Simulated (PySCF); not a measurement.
Isomers of C8H14NP, mass 155.086 u with the commonest isotopes. Method: PBE0/pcSseg-1 in PySCF (dipole) on a GFN2-xTB geometry, gas phase. One conformer each, none proved a minimum here; rigid rotors.

Task: Order these by radius of gyration √(Σ m r²/M), smallest first.
A. `[N:1]#[C:2][CH2:3][P:4]1[CH2:5][CH2:6][CH2:7][CH2:8][CH2:9][CH2:10]1` with C2–C3–P4–C5 -65°, C3–P4–C5–C6 -174°, P4–C5–C6–C7 60°, C5–C6–C7–C8 -71°, C6–C7–C8–C9 101°
B. `Cc1pccn1C(C)(C)C`
C. `[CH3:1][C:2]#[C:3]/[P:4]=[C:5](/[CH2:6][CH3:7])[N:8]([CH3:9])[CH3:10]` with P4–C5–C6–C7 -114°
D. `[CH:1]1=[CH:2][P:3]([N:4]2[CH2:5][CH2:6][CH2:7][CH2:8]2)[CH2:9][CH2:10]1` with C2–P3–N4–C5 -106°, C1–C2–P3–N4 -100°, P3–N4–C5–C6 97°, N4–C5–C6–C7 32°, C5–C6–C7–C8 -11°
E. `[N:1]#[C:2][CH2:3][CH2:4][PH:5][CH:6]1[CH2:7][CH2:8][CH2:9][CH2:10]1` with C2–C3–C4–P5 180°, C3–C4–P5–C6 -171°, C4–P5–C6–C7 163°, P5–C6–C7–C8 152°, C6–C7–C8–C9 -42°, C7–C8–C9–C10 37°, C8–C9–C10–C6 -18°
F. `[CH3:1][C:2]#[C:3][P:4]([CH3:5])[N:6]1[CH2:7][CH2:8][CH2:9][CH2:10]1` with C3–P4–N6–C7 178°, P4–N6–C7–C8 88°, N6–C7–C8–C9 21°, C7–C8–C9–C10 2°, C8–C9–C10–N6 -26°
G. `[CH:1]#[C:2][P:3]([C:4](=[CH2:5])[CH3:6])[N:7]([CH3:8])[CH2:9][CH3:10]` with C2–P3–C4–C5 -129°, C2–P3–N7–C8 62°, P3–N7–C9–C10 155°

Result: D (2.152 Å), B (2.199 Å), G (2.261 Å), A (2.390 Å), F (2.448 Å), C (2.537 Å), E (2.904 Å).

Task: Order these by dipole moment, largest first.
A. `[CH:1]1=[CH:2][P:3]([N:4]2[CH2:5][CH2:6][CH2:7][CH2:8]2)[CH2:9][CH2:10]1` with C2–P3–N4–C5 -106°, C1–C2–P3–N4 -100°, P3–N4–C5–C6 97°, N4–C5–C6–C7 32°, C5–C6–C7–C8 -11°
B. `[CH:1]#[C:2][P:3]([C:4](=[CH2:5])[CH3:6])[N:7]([CH3:8])[CH2:9][CH3:10]` with C2–P3–C4–C5 -129°, C2–P3–N7–C8 62°, P3–N7–C9–C10 155°
C. `[N:1]#[C:2][CH2:3][P:4]1[CH2:5][CH2:6][CH2:7][CH2:8][CH2:9][CH2:10]1` with C2–C3–P4–C5 -65°, C3–P4–C5–C6 -174°, P4–C5–C6–C7 60°, C5–C6–C7–C8 -71°, C6–C7–C8–C9 101°
D. `[CH3:1][C:2]#[C:3]/[P:4]=[C:5](/[CH2:6][CH3:7])[N:8]([CH3:9])[CH3:10]` with P4–C5–C6–C7 -114°
E. `[CH3:1][CH2:2][P:3]([CH2:4][CH3:5])[n:6]1[cH:7][cH:8][cH:9][cH:10]1` with C1–C2–P3–C4 -172°, C2–P3–C4–C5 171°, C2–P3–N6–C7 -50°
F. `[N:1]#[C:2][CH2:3][CH2:4][PH:5][CH:6]1[CH2:7][CH2:8][CH2:9][CH2:10]1` with C2–C3–C4–P5 180°, C3–C4–P5–C6 -171°, C4–P5–C6–C7 163°, P5–C6–C7–C8 152°, C6–C7–C8–C9 -42°, C7–C8–C9–C10 37°, C8–C9–C10–C6 -18°
G. `Cc1pccn1C(C)(C)C`

Result: C (4.79 D), G (4.30 D), F (4.07 D), D (3.94 D), E (1.90 D), A (1.70 D), B (1.03 D).

Task: Order these by rotational constant C, smallest first.
A. `[CH3:1][C:2]#[C:3][P:4]([CH3:5])[N:6]1[CH2:7][CH2:8][CH2:9][CH2:10]1` with C3–P4–N6–C7 178°, P4–N6–C7–C8 88°, N6–C7–C8–C9 21°, C7–C8–C9–C10 2°, C8–C9–C10–N6 -26°
B. `[CH:1]1=[CH:2][P:3]([N:4]2[CH2:5][CH2:6][CH2:7][CH2:8]2)[CH2:9][CH2:10]1` with C2–P3–N4–C5 -106°, C1–C2–P3–N4 -100°, P3–N4–C5–C6 97°, N4–C5–C6–C7 32°, C5–C6–C7–C8 -11°
C. `[N:1]#[C:2][CH2:3][P:4]1[CH2:5][CH2:6][CH2:7][CH2:8][CH2:9][CH2:10]1` with C2–C3–P4–C5 -65°, C3–P4–C5–C6 -174°, P4–C5–C6–C7 60°, C5–C6–C7–C8 -71°, C6–C7–C8–C9 101°
D. `[CH3:1][C:2]#[C:3]/[P:4]=[C:5](/[CH2:6][CH3:7])[N:8]([CH3:9])[CH3:10]` with P4–C5–C6–C7 -114°
E. `[CH:1]#[C:2][P:3]([C:4](=[CH2:5])[CH3:6])[N:7]([CH3:8])[CH2:9][CH3:10]` with C2–P3–C4–C5 -129°, C2–P3–N7–C8 62°, P3–N7–C9–C10 155°
F. `[N:1]#[C:2][CH2:3][CH2:4][PH:5][CH:6]1[CH2:7][CH2:8][CH2:9][CH2:10]1` with C2–C3–C4–P5 180°, C3–C4–P5–C6 -171°, C4–P5–C6–C7 163°, P5–C6–C7–C8 152°, C6–C7–C8–C9 -42°, C7–C8–C9–C10 37°, C8–C9–C10–C6 -18°

Result: F (398.1 MHz), D (525.9 MHz), A (570.8 MHz), C (594.8 MHz), E (721.2 MHz), B (797.8 MHz).

```
            SMILES  point group  Ia (u·Å²)  Ib (u·Å²)  Ic (u·Å²)      κ  μa (D)  μb (D)  μc (D)
     N#CCP1CCCCCC1           C1     226.81     694.91     849.68  -0.84    4.00    1.88    1.85
C#CP(C(=C)C)N(C)CC           C1     381.66     503.88     700.75  -0.07    0.59    0.19    0.82
     N#CCCPC1CCCC1           C1     154.18    1192.63    1269.34  -0.98    3.83    1.39    0.07
CC#C/P=C(/CC)N(C)C           C1     260.19     775.71     961.06  -0.82    1.14    3.77    0.14
 C1=CP(N2CCCC2)CC1           C1     221.77     581.69     633.50  -0.90    0.01    1.54    0.71
  Cc1pccn1C(C)(C)C           C1     261.28     546.26     692.16  -0.68    4.30    0.04    0.04
    CCP(CC)n1cccc1           Cs     370.54     491.25     704.89  -0.04    1.65    0.00    0.95
   CC#CP(C)N1CCCC1           C1     264.23     708.74     885.37  -0.79    0.50    0.67    0.56
```
